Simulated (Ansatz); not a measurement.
C$_{3}$H$_{9}$AlO, SMILES `[CH3][Al]([CH3])[CH2]O`. The species carries charge 0 and has multiplicity 1.

Z-matrix (Å, degrees):
```
C
Al 1 1.960
H 1 1.097 2 111.3
H 1 1.093 2 112.8 3 120.3
H 1 1.096 2 111.5 3 -118.6
C 2 1.955 1 122.4 3 -114.1
C 2 1.979 1 116.4 3 65.1
H 6 1.095 2 111.2 1 51.9
H 6 1.093 2 113.3 1 173.5
H 6 1.096 2 110.6 1 -65.8
O 7 1.431 2 115.6 1 10.5
H 7 1.104 2 111.1 1 -115.9
H 7 1.098 2 108.7 1 130.0
H 11 0.959 7 108.7 2 -32.8
```

(1) Give the diagnostics of a CCSD(T)/def2-TZVPP run (frozen core, the Gaussian-basis code of Ansatz). (Estimate.)

## Answers

(1) The calculation gave: T1 = 0.0101, largest single amplitude 0.011, largest double 0.015, (T) share of the correlation energy 3.6 %, 9 CCSD cycles. The RHF solution is stable towards an unrestricted one. T1 lies under the customary mark of 0.02 for closed shells.
